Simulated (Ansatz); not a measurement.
Geometry optimisation, RKS PBE0/def2-SVP in Ansatz 0.2.0.

Input file:

```yaml
crystal:
  periodic: [false, false, false]
  atoms:
    - { symbol: Ge, position_ang: [-0.147683, -0.207334, -0.045566] }
    - { symbol: Cl, position_ang: [-0.261805, -0.392219, 2.142971] }
    - { symbol: Cl, position_ang: [1.881779, -0.387272, -0.72195] }
    - { symbol: Cl, position_ang: [-1.14713, 1.52573, -0.768615] }
    - { symbol: H, position_ang: [-0.89055, -1.429932, -0.587719] }
    - { symbol: O, position_ang: [1.341367, 2.073871, 1.138994] }
    - { symbol: H, position_ang: [2.218522, 1.679102, 1.068853] }
    - { symbol: H, position_ang: [1.0483, 1.816754, 2.040332] }
basis:
  gaussian: { orbitals: def2-SVP }
hamiltonian:
  xc: pbe0
relax:
  f_tol: 0.03
  max_steps: 50
output:
  orbitals: {}
```

Command:

```bash
$ ansatz run input.yaml --threads 4 --pin off --max-ram 5120MiB --backend cpu --events-out ev --progress --plain --runs-dir out
```

Where does it end, and by what steps?

The forces met the threshold. The force dipped under the threshold on the way, but the program's further checks kept it going. After 8 steps the energy has fallen by 0.036 eV; O6 moved furthest, 0.25 Å.

| step | energy less start (eV) | largest force component (eV/Å) | accepted |
| --- | --- | --- | --- |
| 0 | 0.0000 | 0.802 | yes |
| 1 | -0.0233 | 0.305 | yes |
| 2 | -0.0263 | 0.448 | yes |
| 3 | -0.0296 | 0.450 | yes |
| 4 | -0.0308 | 0.198 | yes |
| 5 | -0.0323 | 0.199 | yes |
| 6 | -0.0353 | 0.027 | yes |
| 7 | -0.0354 | 0.105 | yes |
| 8 | -0.0358 | 0.008 | yes |

```xyz
8
Properties=species:S:1:pos:R:3
Ge -0.218 -0.286 -0.066
Cl -0.347 -0.392 2.076
Cl 1.849 -0.370 -0.645
Cl -1.152 1.474 -0.805
H -0.917 -1.518 -0.638
O 1.432 2.245 1.294
H 2.189 1.758 0.950
H 1.208 1.768 2.101
```

Whether the end is a true minimum wasn't checked by a vibrational analysis.

The run took 22 s on 4 threads of Arm Neoverse V2 (shared host), peak memory 0.3 GiB.
